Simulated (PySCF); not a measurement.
## From a computed spectrum to the compound

A species of 8 atoms with charge 0 has these harmonic modes (PBE, small Gaussian bases with core potentials, PySCF 2.14.0):

```
cm⁻¹  km/mol  symmetry
  -9       –       b2u
  -9       –       b3u
  -7       –        au
  17     0.0       b2g
  19     0.0       b3g
  23     0.0        ag
  28     0.0       b1g
  29     0.7       b1u
  39     0.0       b2u
  53     0.0        ag
 106     0.0       b2g
 110    17.4       b1u
 116     0.0        ag
 139    17.8       b3u
 171    79.6       b1u
 181     0.0        ag
 196     0.0       b3g
 199    67.6       b2u
```

Which species is it, and in which structure?

Eu2I6 (singlet in the valence; each metal's 4f electrons, 6 of them, lie in its core potential, out of spins and levels):
```xyz
8

Eu    0.0000    0.0000    2.1654
Eu    0.0000    0.0000   -2.1654
I     2.1940    0.0000    0.0000
I    -2.1940    0.0000    0.0000
I     0.0000    2.4375    3.6731
I     0.0000   -2.4375    3.6731
I     0.0000    2.4375   -3.6731
I     0.0000   -2.4375   -3.6731
```
 Negative wavenumbers this small are taken as noise. An lcecp potential fixes the number of 4f electrons, so in runs with it no electron can move into or out of that shell.
 This is one of several that fit.
